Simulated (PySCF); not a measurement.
H6OSn2. Atoms are numbered in the order given.

```xyz
9

O      0.3317    -0.6862    -0.0167
Sn    -1.6443    -0.7438    -0.0004
H     -2.0319    -2.4086    -0.0361
H     -2.2243     0.0844    -1.3896
H     -2.2002     0.0175     1.4361
Sn     1.6042     0.8269     0.0025
H      0.7085     2.2957    -0.0253
H      2.5786     0.6629    -1.3964
H      2.5210     0.6837     1.4425
```

Geometry optimised at PBE0-D3(BJ)/def2-SVP. A frequency run showed that this geometry is not a minimum. The def2 effective core potentials stand for the cores of Sn; spin–orbit coupling is left out.

The numbers are results of PBE/def2-TZVP run with PySCF, not measurements.

ESP charges are fitted to the potential on shells at 1.4 to 2.0 van der Waals radii. Atomic charges (e):

| atom | ESP fit | Mulliken | Löwdin |
|---|---|---|---|
| O1 | -0.42 | -0.70 | -0.38 |
| Sn2 | 0.43 | 0.54 | 0.35 |
| H3 | -0.06 | -0.06 | -0.05 |
| H4 | -0.08 | -0.07 | -0.05 |
| H5 | -0.08 | -0.07 | -0.05 |
| Sn6 | 0.43 | 0.54 | 0.35 |
| H7 | -0.09 | -0.07 | -0.05 |
| H8 | -0.07 | -0.06 | -0.05 |
| H9 | -0.07 | -0.06 | -0.05 |
